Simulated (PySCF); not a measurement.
**How methods differ on the ionisation energy of Zn**

Zn [Ar] 3d10 4s2 (1S) → Zn⁺ [Ar] 3d10 4s1 (2S), as a difference of total energies. Computed with PySCF 2.14 in x2c-SVPall, with scalar relativity by spin-free X2C-1e. Correlated levels: valence: [Ar] frozen. The calculations carry no spin-orbit coupling.

```csv
method,ionisation energy (eV)
UHF,7.787
PBE0,9.293
BP86,9.774
MP2 (valence),8.744
SCS-MP2 (valence),8.800
CCSD (valence),8.917
CCSD(T) (valence),8.993
```

Errors of the correlated levels include the incompleteness of this basis and the frozen core.

Which method comes closest to the reference value, and which is furthest?

The reference is 9.394 eV (measured; NIST Atomic Spectra Database, ionization energies). Closest: PBE0 (error -0.101 eV); furthest: UHF (error -1.607 eV).
